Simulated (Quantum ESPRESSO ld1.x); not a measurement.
Problem. The molybdenum ion Mo25+, 17 electrons, occupied as [Ne] 3s2 3p5. Calculated with ld1.x of Quantum ESPRESSO 7.5: scalar-relativistic Kohn-Sham, LDA (Slater exchange, Perdew-Zunger correlation), spin-polarised, spherical densities, point nucleus; open shells are filled with parallel spins first. Some entries of the table are withheld. Estimate them.

orbital,occ.,eigenvalue (eV),<r^2> (bohr^2),<1/r> (bohr^-1)
1s up,1,-20930.8,0.001672,43.50
1s down,1,-20929.1,0.001672,43.50
2s up,1,-3908.79,0.02733,(1)
2s down,1,-3907.31,0.02731,(2)
2p up,3,-3622.07,0.02141,9.600
2p down,3,-3620.24,0.02141,9.600
3s up,1,-1398.20,0.1670,3.842
3s down,1,-1394.07,0.1672,3.839
3p up,3,-1305.94,0.1608,3.720
3p down,2,-1301.76,0.1611,3.717

Solution. 
(1) 2s up <1/r> (bohr^-1): 9.885
(2) 2s down <1/r> (bohr^-1): 9.886
